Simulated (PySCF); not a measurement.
Compound: C6H7O2 (doublet state).
Geometry (GFN2-xTB, Å), atoms numbered from 1 in this order:
```
atom  x, y, z in Å
C1     3.9579   -1.0691    0.7077
C2     3.0363   -0.3905    0.3408
C3     1.9881    0.4588   -0.1291
O4     2.1219    1.4476   -0.8192
O5     0.7773    0.0061    0.3100
C6    -0.3343    0.6625   -0.0117
C7    -1.6332    0.1238    0.4370
C8    -2.5371   -0.2380   -0.7504
H9     4.7542   -1.6700    1.0349
H10   -0.2476    1.5396   -0.6361
H11   -2.1523    0.8754    1.0427
H12   -1.4556   -0.7569    1.0558
H13   -2.7100    0.6350   -1.3740
H14   -3.4948   -0.6041   -0.3900
H15   -2.0751   -1.0121   -1.3573
```

The hyperfine couplings belong to this conformer and change with its torsions.

The species is `C#CC(=O)O[CH]CC` [radical].

Computed, not measured: UKS B3LYP, pcH-1 on C H O, non-relativistic, mean-field spin-orbit, GIAO in PySCF. Geometry: GFN2-xTB, one conformer, isolated molecule. Couplings are sensitive to structure, and on GFN2-xTB geometries they can be far from those on DFT ones. No stability test was run, so a lower SCF solution isn't excluded.

Computed for the main isotopes (class means, splittings of 0.05 mT or more): g = 2.0027; H10 1H -61.4 MHz (2.19 mT); H11/H12 1H +44.9 MHz (1.60 mT); H9 1H -5.4 MHz (0.19 mT); H13/H14/H15 1H +2.0 MHz (0.07 mT); 48 first-order lines, 5.80 mT wide.

Task: What changes when 1H at H9 is replaced by 2H?

Result: At a fixed geometry a is proportional to g_N: 0.85744/5.58569 = 0.1535, so a goes from -5.4 to -0.8 MHz (0.030 mT). The spin goes from 1/2 to 1, so the 1:1 doublet becomes a 1:1:1 triplet. The spectrum then has 72 first-order lines over 5.66 mT, counting the new splitting although it is under 0.05 mT.

Task: Give position and intensity of the satellites from 13C at C6.

Result: a = +85.7 MHz, or 3.06 mT in magnitude, and I = 1/2, so to first order each main line has two satellites, at ±1.53 mT. The isotope's abundance is about 1.07 %, shared among 2 lines, so each has 0.54 % of the main line's intensity.

Task: Give position and intensity of the satellites from 13C at C8.

Result: a = +62.0 MHz, or 2.21 mT in magnitude, and I = 1/2, so to first order each main line has two satellites, at ±1.11 mT. The isotope's abundance is about 1.07 %, shared among 2 lines, so each has 0.54 % of the main line's intensity.

Means are taken over nuclei equivalent by connectivity, which assumes that they swap fast. The three 1H nuclei of mean +2.0 MHz run from -3.2 to 10.9 MHz in the frozen geometry. The 1H value of +44.9 MHz is a mean of couplings from 2.6 to 87.3 MHz in this one geometry, not an average over conformers.
